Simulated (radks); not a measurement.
Species: Yb4+. Configuration: [Kr] 4d9 4f13 5s2 5p6 (not the ground configuration).

Calculated with a radial shooting solver on a logarithmic mesh with Libxc functionals: scalar-relativistic Kohn-Sham, PBE, spin-polarised, spherical densities, finite nucleus; open shells are filled with parallel spins first (spin-orbit coupling, left out, can overturn this in heavy ions); Fermi nuclear charge, rms radius 5.3108 fm.

Energy parts (eV):
total: -382273.94
kinetic: 416511.92
electron-nucleus: -937219.69
Hartree: 146339.76
exchange-correlation: -7905.93

Orbitals (lengths in bohr, moments of r in powers of bohr):
| orbital | occ. | eigenvalue (eV) | <r> | <r^2> | <r^4> |
|---|---|---|---|---|---|
| 1s up | 1 | -61289.81 | 0.01966 | 0.0005300 | 7.557e-07 |
| 1s down | 1 | -61289.79 | 0.01966 | 0.0005300 | 7.557e-07 |
| 2s up | 1 | -10437.04 | 0.08334 | 0.008211 | 0.0001161 |
| 2s down | 1 | -10436.37 | 0.08334 | 0.008210 | 0.0001161 |
| 2p up | 3 | -9207.528 | 0.07414 | 0.006713 | 0.00008915 |
| 2p down | 3 | -9206.992 | 0.07414 | 0.006713 | 0.00008914 |
| 3s up | 1 | -2398.982 | 0.2167 | 0.05368 | 0.004341 |
| 3s down | 1 | -2398.174 | 0.2167 | 0.05366 | 0.004337 |
| 3p up | 3 | -2028.238 | 0.2162 | 0.05418 | 0.004609 |
| 3p down | 3 | -2027.394 | 0.2161 | 0.05415 | 0.004603 |
| 3d up | 5 | -1576.830 | 0.1960 | 0.04507 | 0.003591 |
| 3d down | 5 | -1575.908 | 0.1960 | 0.04504 | 0.003586 |
| 4s up | 1 | -519.6918 | 0.4867 | 0.2674 | 0.1038 |
| 4s down | 1 | -517.2868 | 0.4869 | 0.2676 | 0.1040 |
| 4p up | 3 | -397.5711 | 0.5162 | 0.3031 | 0.1372 |
| 4p down | 3 | -395.2274 | 0.5165 | 0.3035 | 0.1376 |
| 4d up | 5 | -236.6680 | 0.5552 | 0.3574 | 0.2070 |
| 4d down | 4 | -234.4118 | 0.5560 | 0.3585 | 0.2087 |
| 5s up | 1 | -104.1592 | 1.158 | 1.504 | 3.302 |
| 5s down | 1 | -103.5163 | 1.162 | 1.514 | 3.349 |
| 5p up | 3 | -74.0351 | 1.336 | 2.013 | 6.085 |
| 5p down | 3 | -73.6027 | 1.341 | 2.029 | 6.180 |
| 4f up | 7 | -59.1179 | 0.6881 | 0.6002 | 0.8725 |
| 4f down | 6 | -57.2733 | 0.6955 | 0.6158 | 0.9317 |

The highest occupied level is 4f down at -57.273 eV. The spin density at the nucleus is 0.573 e/bohr^3 (1s -0.348, 2s -4.066, 3s -3.852, 4s 2.572, 5s 6.267).
